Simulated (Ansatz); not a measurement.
Basis sets compared for Al₃P₄⁻. Charge -1, multiplicity 1. Geometry r2SCAN-D4/def2-SVPD. Ansatz on 4 threads of Arm Neoverse N1 on a shared host; times are rough, and most runs start from earlier orbitals.

```csv
atom,x (Å),y (Å),z (Å)
Al1,-1.002,-1.147,0.602
Al2,1.625,0.119,-0.154
Al3,-0.713,1.308,-0.284
P4,1.323,2.358,-0.173
P5,-2.492,0.521,0.929
P6,0.105,-1.091,-1.462
P7,1.153,-2.069,0.541
```

At HF/STO-3G the highest occupied level of the charge -1 singlet lies above zero (up to 2.77 eV). In Hartree–Fock with STO-3G the lack of diffuse functions raises the level. The structure comes from a short search, and lower isomers may exist.

```tsv
level	functions	energy (Eh)	HOMO (eV)	LUMO (eV)	wall time
HF/STO-3G	63	-2064.4292	2.77	10.50	0.55 s
HF/6-31G	91	-2088.5045	-3.47	2.68	1.3 s
PBE-D4/def2-SVPD	168	-2091.2475	-0.75	0.02	5.5 s
PBE0-D4/def2-SVPD	168	-2091.4161	-1.55	0.56	7.5 s
```

(1) Estimate the rows for HF/def2-TZVPD, PBE-D4/def2-TZVPD, PBE0-D4/def2-TZVPD (with forces).

## Answers

(1) 
| level | functions | energy (Eh) | HOMO (eV) | LUMO (eV) | wall time |
| --- | --- | --- | --- | --- | --- |
| HF/def2-TZVPD | 301 | -2088.8705 | -3.31 | 2.91 | 15 s |
| PBE-D4/def2-TZVPD | 301 | -2091.9583 | -0.80 | -0.03 | 9.5 s |
| PBE0-D4/def2-TZVPD (with forces) | 301 | -2092.1187 | -1.59 | 0.53 | 36 s |
